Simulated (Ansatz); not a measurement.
Isolated molecules relaxed with PBE0-D4/def2-TZVP in Ansatz; ΔE leaves out vibrations. CCSD(T)/CBS is the MP2 limit (def2-TZVPP, def2-QZVPP) plus CCSD(T) − MP2 in def2-TZVPP, frozen cores. This one scheme is used for every species. DFT in def2-TZVPP. Triplets are unrestricted, without spin–orbit coupling. For Ge outer-core shells are correlated without core-valence functions, which leaves a few kJ/mol of doubt a bond. Scalar relativity is left out up to krypton.

`[CH3][Ge]([F])([Cl])[C]#N` → `[CH2]` (triplet) + `N#[C][GeH]([F])[Cl]`  (formal loss of a carbene)

`[CH3][Ge]([F])([Cl])[C]#N`:

Cartesian coordinates in Å:
```
C -0.546 -1.195 0.345
Ge 0.171 0.339 -0.555
F -1.002 1.010 -1.625
Cl 1.892 -0.090 -1.720
C 0.630 1.780 0.628
N 0.899 2.602 1.387
H -0.810 -1.951 -0.393
H -1.434 -0.898 0.903
H 0.201 -1.597 1.030
```

`[CH2]` (triplet):

Cartesian coordinates in Å:
```
C -0.048 -0.226 0.152
H 0.187 -0.459 -0.875
H -0.139 0.685 0.724
```

`N#[C][GeH]([F])[Cl]`:

Cartesian coordinates in Å:
```
N -0.848 -2.000 -1.283
C -0.491 -1.084 -0.684
Ge 0.068 0.477 0.270
F 0.115 0.013 1.923
Cl 2.040 0.944 -0.326
H -0.884 1.650 0.100
```

```
                    species  r2SCAN0 energy (Eh)
`[CH3][Ge]([F])([Cl])[C]#N`          -2769.80066
          `[CH2]` (triplet)            -39.14527
      `N#[C][GeH]([F])[Cl]`          -2730.47889
```

Task: Work out ΔE.

Result: ΔE = (-39.14527) + (-2730.47889) − (-2769.80066) = 0.17650 Eh = +463.4 kJ/mol. CCSD(T)/CBS gives +492.7 kJ/mol.

Task: What do rigid-rotor, harmonic-oscillator terms from PBE0-D4/def2-TZVP frequencies (298.15 K, 1 bar) make of the CCSD(T)/CBS value? (An estimate is asked.)

Result: Computed: ΔZPE = -30.0 kJ/mol, ΔH = +467.3 kJ/mol, ΔS = 155 J/(mol·K), ΔG = +421.2 kJ/mol. Open shells count their whole term as degenerate.

Largest T1 diagnostic among the species: 0.012.

From BLYP to BHLYP (50 % exact exchange), in def2-TZVPP and without D4, ΔE moves by −4.6 kJ/mol. At CCSD(T), def2-SVP lies −30.1 kJ/mol from the extrapolated value and def2-TZVPP −11.5 kJ/mol.
